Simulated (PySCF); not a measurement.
A GIAO shielding run with PySCF 2.14.0 with density-fitted response routines (density fitting, non-relativistic, gas phase) on SMILES CO[SiH2]O[Si@H](P)C[SiH3], C$_{2}$H$_{13}$O$_{2}$PSi$_{3}$:

```
$ OMP_NUM_THREADS=1 python probes_run.py task.json out

{"job": {"kind": "nmr", "xc": "PBE0", "basis": "pcSseg-1"}, "charge": 0, "multiplicity": 1}
C      2.476729    -0.400062     0.928521
O      2.035595    -1.188739    -0.137810
Si     1.422272    -0.736134    -1.561834
O      0.189055     0.310907    -1.400858
Si    -0.907284     1.101938    -0.509924
P      0.185329     2.797981     0.488026
C     -1.668443     0.036397     0.865300
Si    -2.075537    -1.749042     0.362347
H      2.496212    -1.022160     1.824703
H      1.808291     0.451241     1.092880
H      3.482025    -0.020138     0.730759
H      0.910697    -2.000970    -2.050662
H      2.362730    -0.000279    -2.401874
H     -1.896665     1.493677    -1.519299
H      0.300687     3.570342    -0.653230
H     -0.961983     3.456751     0.890075
H     -0.991363     0.012075     1.721521
H     -2.576200     0.526734     1.217190
H     -2.916114    -1.745728    -0.837611
H     -0.853094    -2.515029     0.133529
H     -2.831861    -2.362822     1.462780
```

Hardware: 1 thread of an Arm Neoverse V2, shared host. The job also computes population analyses, field gradients.

**Question.** How large is the calculation?

**Answer.** 98 electrons, 229 basis functions and 1286 auxiliary functions.

**Question.** How long does it take, and how much memory does it need?

**Answer.** 44 s of wall time, with 14 SCF cycles and 4 response iterations; peak memory 1.1 GiB. Times on a shared host scatter by some tens of per cent.
